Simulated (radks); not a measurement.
Isoelectronic series with 8 electrons, each ion in its NIST ground configuration. Calculated with a radial shooting solver on a logarithmic mesh with Libxc functionals: scalar-relativistic Kohn-Sham, r2SCAN, spin-polarised, spherical densities, finite nucleus; open shells are filled with parallel spins first (spin-orbit coupling, left out, can overturn this in heavy ions); meta-GGA in the generalised Kohn-Sham scheme; Fermi nuclear charge, rms radius of each element as measured or else 0.836 A^(1/3) + 0.57 fm. Total energies (hartree) and mean radii <r> (bohr):

ion    configuration  E (hartree)  2p down   2p up
O       [He] 2s2 2p4    -75.09032    1.354   1.213
Al5+    [He] 2s2 2p4   -230.70118   0.5462  0.5337
Ar10+   [He] 2s2 2p4   -474.89043   0.3505  0.3458
V15+    [He] 2s2 2p4   -808.52089   0.2583  0.2559
Ni20+   [He] 2s2 2p4  -1232.88289   0.2044  0.2029
As25+   [He] 2s2 2p4  -1749.65731   0.1689  0.1679
Sr30+   [He] 2s2 2p4  -2360.94393   0.1438  0.1431
Tc35+   [He] 2s2 2p4  -3069.29602   0.1250  0.1244
